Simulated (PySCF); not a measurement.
Species: C4H13NOSi.
Numbering: `[CH3:1][C:2]([CH3:3])([CH3:4])[Si@@H:5]([NH2:6])[OH:7]` (hydrogens: H8, H9, H10 on C1; H11, H12, H13 on C3; H14, H15, H16 on C4; H17 on Si5; H18, H19 on N6; H20 on O7)

The same species was optimised twice, with GFN2-xTB and with PBE0-D3(BJ)/def2-SVP (PySCF), and the same property calculations (PySCF, gas phase) were run on both structures.

```json
{"coordinate": "Si5–O7 (Å)", "GFN2-xTB": "1.628", "PBE0-D3(BJ)/def2-SVP": "1.671", "change": "+0.043"}
{"coordinate": "C2–Si5 (Å)", "GFN2-xTB": "1.916", "PBE0-D3(BJ)/def2-SVP": "1.896", "change": "-0.020"}
{"coordinate": "C2–C3 (Å)", "GFN2-xTB": "1.529", "PBE0-D3(BJ)/def2-SVP": "1.532", "change": "+0.003"}
{"coordinate": "Si5–N6 (Å)", "GFN2-xTB": "1.729", "PBE0-D3(BJ)/def2-SVP": "1.731", "change": "+0.002"}
{"coordinate": "C2–C4 (Å)", "GFN2-xTB": "1.529", "PBE0-D3(BJ)/def2-SVP": "1.531", "change": "+0.002"}
{"coordinate": "C1–C2 (Å)", "GFN2-xTB": "1.530", "PBE0-D3(BJ)/def2-SVP": "1.531", "change": "+0.001"}
{"coordinate": "C3–C2–Si5 (°)", "GFN2-xTB": "109.5", "PBE0-D3(BJ)/def2-SVP": "107.4", "change": "-2.1"}
{"coordinate": "C1–C2–C4 (°)", "GFN2-xTB": "108.6", "PBE0-D3(BJ)/def2-SVP": "110.3", "change": "+1.7"}
{"coordinate": "C2–Si5–N6 (°)", "GFN2-xTB": "106.3", "PBE0-D3(BJ)/def2-SVP": "107.7", "change": "+1.4"}
{"coordinate": "C2–Si5–O7 (°)", "GFN2-xTB": "113.6", "PBE0-D3(BJ)/def2-SVP": "112.3", "change": "-1.3"}
{"coordinate": "C1–C2–Si5 (°)", "GFN2-xTB": "110.8", "PBE0-D3(BJ)/def2-SVP": "109.5", "change": "-1.3"}
{"coordinate": "C3–C2–C4 (°)", "GFN2-xTB": "108.5", "PBE0-D3(BJ)/def2-SVP": "109.7", "change": "+1.2"}
{"coordinate": "N6–Si5–O7 (°)", "GFN2-xTB": "107.7", "PBE0-D3(BJ)/def2-SVP": "108.9", "change": "+1.2"}
{"coordinate": "C1–C2–C3 (°)", "GFN2-xTB": "108.6", "PBE0-D3(BJ)/def2-SVP": "109.8", "change": "+1.2"}
{"coordinate": "C1–C2–Si5–N6 (°)", "GFN2-xTB": "-61", "PBE0-D3(BJ)/def2-SVP": "-61", "change": "0"}
```

Rotational constants: A = 2766, B = 1678, C = 1421 MHz (GFN2-xTB) against A = 2695, B = 1709, C = 1433 MHz (PBE0-D3(BJ)/def2-SVP). Point groups within 0.08 Å: C1 and C1.

On the GFN2-xTB structure: HOMO (eV) -7.28 [PBE0/pcSseg-1]; LUMO (eV) 0.99 [PBE0/pcSseg-1]; dipole (D) 1.66 [PBE0/pcSseg-1]; GIAO shielding of C1/C3/C4 (mean) (ppm) 160.0 [PBE0/pcSseg-1]; GIAO shielding of C2 (ppm) 165.4 [PBE0/pcSseg-1]; GIAO shielding of Si5 (ppm) 360.4 [PBE0/pcSseg-1]; GIAO shielding of N6 (ppm) 244.3 [PBE0/pcSseg-1]; GIAO shielding of O7 (ppm) 304.4 [PBE0/pcSseg-1].

Question: What do these properties become on the PBE0-D3(BJ)/def2-SVP structure?

Answer: 
| property | level | on GFN2-xTB | on PBE0-D3(BJ)/def2-SVP | change |
| --- | --- | --- | --- | --- |
| HOMO (eV) | PBE0/pcSseg-1 | -7.28 | -7.34 | -0.06 |
| LUMO (eV) | PBE0/pcSseg-1 | 0.99 | 0.90 | -0.09 |
| dipole (D) | PBE0/pcSseg-1 | 1.66 | 2.13 | +0.47 |
| energy, GFN2-xTB geometry as zero (kcal/mol) | PBE0/pcSseg-1 | 0.0 | -2.1 | -2.1 |
| GIAO shielding of C1/C3/C4 (mean) (ppm) | PBE0/pcSseg-1 | 160.0 | 158.5 | -1.5 |
| GIAO shielding of C2 (ppm) | PBE0/pcSseg-1 | 165.4 | 166.9 | +1.5 |
| GIAO shielding of Si5 (ppm) | PBE0/pcSseg-1 | 360.4 | 358.8 | -1.6 |
| GIAO shielding of N6 (ppm) | PBE0/pcSseg-1 | 244.3 | 240.9 | -3.4 |
| GIAO shielding of O7 (ppm) | PBE0/pcSseg-1 | 304.4 | 292.1 | -12.3 |

The heavy atoms differ by 0.039 Å rms after alignment. Among the bonds compared Si5–O7 changes most (+0.043 Å). Changes are differences of the printed values. Neither structure is proved a minimum here.

The values belong to the conformer `[CH3:1][C:2]([CH3:3])([CH3:4])[Si@@H:5]([NH2:6])[OH:7]`: C1–C2–Si5–N6 -61°, H–N6–Si5–C2 -29°, H–N6–Si5–C2 -172°, H–O7–Si5–C2 -78°.
